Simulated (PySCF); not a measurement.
PySCF input file for C₂H₉FSi₂, SMILES CC[SiH2][SiH2]F, PBE/pcSseg-1. Geometry optimised at PBE0-D3(BJ)/def2-SVP. This is a generated structure with no PubChem entry under its InChIKey; it may be hypothetical. Other conformers were not sampled.

```python
import numpy as np
from pyscf import gto, scf, dft
from pyscf.prop.nmr import rks as nmr

mol = gto.M(
    atom='''
    C    -3.07415026   -0.14765284    0.13109020
    C    -1.62395665   -0.56597665   -0.09269975
    Si   -0.39016437    0.86639159   -0.09852421
    Si    1.78905903    0.03917737   -0.33275202
    F     2.01245443   -1.09100763    0.82974627
    H    -3.42377005    0.53978060   -0.65529730
    H    -3.20139243    0.36794282    1.09593044
    H    -3.74970194   -1.01768138    0.13157996
    H    -1.29344246   -1.27319185    0.68768552
    H    -1.51601568   -1.10503357   -1.04993440
    H    -0.48541001    1.64378939    1.17869756
    H    -0.66606975    1.81144952   -1.22988307
    H     2.84036478    1.08655926   -0.16453399
    H     1.98746392   -0.63073441   -1.65443645
    ''',
    basis='pcSseg-1',
    charge=0,
    spin=0,
    max_memory=1600,
    verbose=3,
)
mf = dft.RKS(mol, xc='pbe')
mf.grids.level = 3
mf.conv_tol = 1e-10
mf.max_cycle = 100
mf.kernel()
n = nmr.NMR(mf)
n.verbose = 2
n.max_cycle_cphf = 60
sigma = n.kernel()
print('atom   isotropic/ppm   span/ppm')
for i, s in enumerate(sigma):
    w = np.linalg.eigvalsh((s + s.T) / 2)
    print(f'{mol.atom_symbol(i):2s}{i + 1:3d} {w.mean():14.3f} {w[2] - w[0]:11.3f}')
```

Output:

```
converged SCF energy = -759.956691591637
atom   isotropic/ppm   span/ppm
C   1        165.688      27.060
C   2        176.198      20.973
Si  3        402.809      87.129
Si  4        321.593     216.420
F   5        426.080     104.631
H   6         30.119       9.911
H   7         30.118      10.049
H   8         29.614      12.602
H   9         30.148      11.149
H  10         30.356      11.217
H  11         27.291       7.740
H  12         27.558       7.439
H  13         25.327       7.584
H  14         25.374       7.313
```

Self-consistency was reached.
